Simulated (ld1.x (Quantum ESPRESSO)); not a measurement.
**Varying the TM potential for O (Z = 8)**

Base potential:

oxygen, norm-conserving Troullier–Martins (Kleinman–Bylander form), made with ld1.x (Quantum ESPRESSO) 7.5 (Wu–Cohen, non-relativistic). Core [He], reference 2s1 2p5. Waves: 2p (bound): rc 2.05 bohr; 2s (bound): rc 0.90 bohr. Local part: the s channel. Core correction: a·sin(br)/r model core, default radius (core density twice the valence density).

All-electron outer shells of the reference configuration (Wu–Cohen, non-relativistic, ld1.x):

```tsv
shell	level (eV)	outermost node (bohr)	outermost maximum (bohr)
2s	-24.23	0.28	0.87
2p	-9.42	–	0.82
```

Cutoffs, loose and tight: the cutoffs (Ry, on a coarse ladder) from which the occupation-weighted sum of valence levels, in a spherical-Bessel basis at the reference potential, stays within 10 and 1 mRy of its value at 400 Ry. They do not see the model core or the augmentation charge, which bear on the density cutoff. Test errors are all-electron minus pseudo excitation energies from the reference, over the configurations 2s2 2p4; 2s2 2p3; 2s2 2p2; 2s2 2p4.3; 2s2 2p0; 2s1 2p4; 2s2 2p1. A dash means not determined; rows that change the core or the reference have their own tests.

The default core radius of the base comes out at 0.33 bohr.

```csv
change,outcome,"cutoff, loose","cutoff, tight",bound ghosts,largest test error (meV)
base,generated,60 Ry,160 Ry,none,+8138
reference 2s2 2p4,generated,70 Ry,160 Ry,none,+6627
local potential all-electron potential smoothed inside 0.90 bohr (lloc = -2),generated,60 Ry,160 Ry,none,+8131
"all radii but the core radius scaled by about 0.79 (s 0.72, p 1.62 bohr)",generated,70 Ry,180 Ry,none,+3485
"type ultrasoft; waves now 2s (bound): rcut 0.80, rcutus 0.90 bohr; 2s channel at 0.45 Ry: rcut 0.80, rcutus 0.90 bohr; 2p (bound): rcut 1.80, rcutus 2.05 bohr; 2p channel at 3.35 Ry: rcut 1.80, rcutus 2.05 bohr; local potential all-electron potential smoothed inside 0.95 bohr (lloc = -1); augmentation PSQ, radius 0.70 bohr",generated,18 Ry,35 Ry,none,-228
core correction a·sin(br)/r model core inside 1.04 bohr,generated,60 Ry,160 Ry,none,+8171
functional PBE,generated,60 Ry,160 Ry,none,+8220
scalar-relativistic,generated,60 Ry,160 Ry,none,+8142
"type PAW; waves now 2s (bound): rcut 0.80, rcutus 0.90 bohr; 2s channel at -1.2 Ry: rcut 0.80, rcutus 0.90 bohr; 2p (bound): rcut 1.80, rcutus 2.05 bohr; 2p channel at -0.15 Ry: rcut 1.80, rcutus 2.05 bohr; local potential all-electron potential smoothed inside 0.75 bohr (lloc = -1); augmentation PSQ, inside the norm-conserving radii",generated,18 Ry,35 Ry,none,-209
core correction a·sin(br)/r model core inside 0.84 bohr,generated,60 Ry,160 Ry,none,+8165
functional PBEsol,generated,60 Ry,160 Ry,none,+8012
```

Problem. What comes out with this change to the base: wave 2s (bound): rc 0.90 bohr becomes 2s (bound): rc 0.98 bohr?

Solution. outcome: generated; cutoff, loose: 55 Ry; cutoff, tight: 140 Ry; bound ghosts: none; largest test error (meV): +8190.

Problem. What comes out with this change to the base: wave 2p (bound): rc 2.05 bohr becomes 2p (bound): rc 2.48 bohr?

Solution. outcome: generated; cutoff, loose: 60 Ry; cutoff, tight: 160 Ry; bound ghosts: none; largest test error (meV): +14211.
